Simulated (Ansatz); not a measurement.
Stepwise reaction of `[SH][GeH3]` with methanol, as a gas-phase model of exchange steps in deposition or etching. ΔE in kJ/mol.

Computed with Ansatz on PBE0-D4/def2-TZVP structures; ΔE is electronic, products minus reactants. CCSD(T)/CBS is the MP2 limit (def2-TZVPP, def2-QZVPP) plus CCSD(T) − MP2 in def2-TZVPP, frozen cores. This one scheme is used for every species. Functionals use def2-TZVPP. B3LYP here is the variant with VWN-RPA as its local correlation; programs differ in this. For Ge outer-core shells are correlated without core-valence functions, which leaves a few kJ/mol of doubt a bond. Scalar relativity is left out up to krypton. Each species was taken in one conformer, which may not be the lowest.

```
step                                      reaction  PBE-D4  B3LYP-D4  ωB97M-V  CCSD(T)/CBS
   1  `[SH][GeH3]` + CH₃OH → `C[O][GeH2][SH]` + H₂   -17.6     -19.8    -17.1        -19.0
```

Give the row of step 2, `C[O][GeH2][SH]` + CH₃OH → `C[O][GeH]([SH])[O]C` + H₂. (Estimate.)

Ansatz gave: 
```
step                                               reaction  PBE-D4  B3LYP-D4  ωB97M-V  CCSD(T)/CBS
   2  `C[O][GeH2][SH]` + CH₃OH → `C[O][GeH]([SH])[O]C` + H₂   -20.8     -24.4    -23.5        -25.5
```

By hand: ΔE of the 2 steps together at CCSD(T)/CBS.

(-19.0) + (-25.5) = -44.5 kJ/mol, or -22.2 kJ/mol a step.

In ΔE each step is lower than the one before. All are downhill at CCSD(T)/CBS. PBE-D4 differs from CCSD(T)/CBS by 1.4 to 4.7 kJ/mol a step. Isolated molecules leave out the surface, adducts and barriers. Largest T1 diagnostic: 0.012.
